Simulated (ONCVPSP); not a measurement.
Potentials for beryllium (Be) compared

Generated with ld1.x 7.5 (TM, RRKJ, ultrasoft, PAW), atompaw 4.2 or ONCVPSP 4.0.1. The cutoff is in Ry: for ld1.x and atompaw files where the sum of valence levels is converged to 10 mRy in a Bessel basis, for ONCV files where the hardest occupied wave has 1 mHa per electron of residual kinetic energy. The error is the largest all-electron minus pseudo excitation energy over each file’s own four to seven test configurations (ionisations up to +4, promotions, holes and added fractions of an electron), all of which were solved. The labels leave out finer settings (local radius, basis sizes, second energies), which also bear on the numbers. Spin-polarised tests are not counted. The rows are a selection from randomly drawn settings: files with unsolved tests, undetermined cutoffs or missed reference levels are left out.

A true bound ghost makes a file unfit for plane-wave use even where its test errors are small: the radial tests pick states by their node count and pass the ghost by.

| potential | cutoff (Ry) | largest error (meV) | bound ghosts |
| --- | --- | --- | --- |
| ONCV, LDA (Perdew-Wang 92), scalar-relativistic, rc 0.65/0.65/0.65 (spd), local smoothed, core correction no, reference 1s2 2s1, qcut 22.7/14.2/16.8, projectors 2/2/2 | 294 | +0.8 | none |
| ONCV, PBEsol, scalar-relativistic, rc 2.05/1.75 (sp), local p, core correction yes, reference 2s2, qcut 2.8/3.9, projectors 3/0 | 11 | -6.2 | s |
| ONCV, PBE, scalar-relativistic, rc 0.75/0.70/0.80 (spd), local p, core correction no, reference 1s2 2s2, qcut 20.9/17.3/15, projectors 2/0/3 | 245 | +569 | none |
| ONCV, LDA (Perdew-Wang 92), non-relativistic, rc 1.45/3.70 (sp), local smoothed, core correction yes, reference 2s1 2p1, qcut 5.2/3.4, projectors 2/1 | 13 | +56 | s |

(1) Fill in the row for Be: ONCV, PBE, scalar-relativistic, rc 0.70/0.55/0.55 (spd), local smoothed, core correction no, reference 1s2 2s1.5, qcut 17.7/13.4/16.9, projectors 2/2/2.

Answers

(1) cutoff 218 Ry, largest error +2.1 meV, bound ghosts: none.
